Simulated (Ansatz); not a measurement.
One change: `[OH][In]([F])[F]` becomes `[NH2][In]([F])[F]`.

Ansatz, PBE0-D4/def2-TZVP geometries, multiplicity 1. Each molecule was computed in one conformer, which needn't be the lowest.

Elements past krypton have def2 core potentials.

```
                                                                                  property  `[OH][In]([F])[F]`
                                        size of the dipole moment (ωB97M-V/def2-TZVPP) / D                2.13
                                                        HOMO energy (PBE0/def2-TZVPP) / eV               -9.66
                                            size of the dipole moment (PBE/def2-TZVPP) / D                2.14
                                                     HOMO–LUMO gap (B3LYP/def2-TZVPP) / eV                6.17
ideal-gas entropy at 298 K and 1 bar (rigid rotor, harmonic PBE0-D4/def2-TZVP) / J/(mol·K)                 332
                                                     HOMO energy (ωB97M-V/def2-TZVPP) / eV              -12.15
```

**Question.** Give the same properties after the change, and the shifts. (An estimate is asked.)

**Answer.** The calculation gave: 
```tsv
property	`[NH2][In]([F])[F]`	shift
size of the dipole moment (ωB97M-V/def2-TZVPP) / D	3.78	1.65
HOMO energy (PBE0/def2-TZVPP) / eV	-8.41	1.25
size of the dipole moment (PBE/def2-TZVPP) / D	3.76	1.62
HOMO–LUMO gap (B3LYP/def2-TZVPP) / eV	5.55	-0.62
ideal-gas entropy at 298 K and 1 bar (rigid rotor, harmonic PBE0-D4/def2-TZVP) / J/(mol·K)	336	4
HOMO energy (ωB97M-V/def2-TZVPP) / eV	-10.77	1.38
```

With PBE0 the HOMO rises by 1.25 eV and the LUMO rises by 0.59 eV, so the gap narrows by about 0.66 eV. PBE moves the HOMO by 0.95 eV and ωB97M-V by 1.38 eV. The zero-point energy changes by 31.8 kJ/mol with +3 modes. Dipoles are sizes alone; their direction can turn.

B3LYP here is the variant with VWN-RPA as its local correlation; programs differ in this.
